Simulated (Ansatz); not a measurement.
CsF, triplet, at the geometry of the source list (a higher spin typed on purpose: for a closed-shell molecule this is an excited state) (core potentials on Cs); PBE0/def2-SVP in Ansatz (a first-principles code).

Here is a job for Ansatz.
Ansatz 0.2 input:
```yaml
crystal:
  periodic: [false, false, false]
  atoms:
    - {symbol: Cs, position_ang: [-0.62190000, -0.51290000, -0.84010000]}
    - {symbol: F, position_ang: [0.62190000, 0.51290000, 0.84010000]}
basis:
  gaussian:
    orbitals: def2-SVP
hamiltonian:
  xc: pbe0
magnetization: {spin_polarized: false, initial_magnetization: 2}
```

Task: Write the output that Ansatz gives for this input, abridged.

Result: 
```
Functional definition: PBE0
355 factors; integrals over basis functions are off by at most 5.4e-4 eV
mean field evaluation 1: about -3254.9047 eV, gradient 1.9e1 eV
mean field evaluation 2: about -3254.9441 eV, gradient 1.9e1 eV
mean field evaluation 4: about -3256.3531 eV, gradient 5.7e0 eV
mean field evaluation 8: about -3256.4442 eV, gradient 2.6e-1 eV
mean field evaluation 16: about -3256.4445 eV, gradient 5.6e-4 eV
mean field evaluation 32: about -3231.7441 eV, gradient 4.3e1 eV
mean field evaluation 64: about -3256.3265 eV, gradient 1.5e0 eV
mean field -3256.44453673 eV, -119.6721294276 hartree, gradient 2.7e-5 eV, S^2 2.000000; 4 other end points of the search recorded, 0 dependent functions left out
reference -3256.44457745 eV, -119.6721309241 hartree; 10, 8 occupied and 28, 30 virtual orbitals, 355 factors
Total energy: -3256.44457745 eV, -119.6721309241 hartree
```
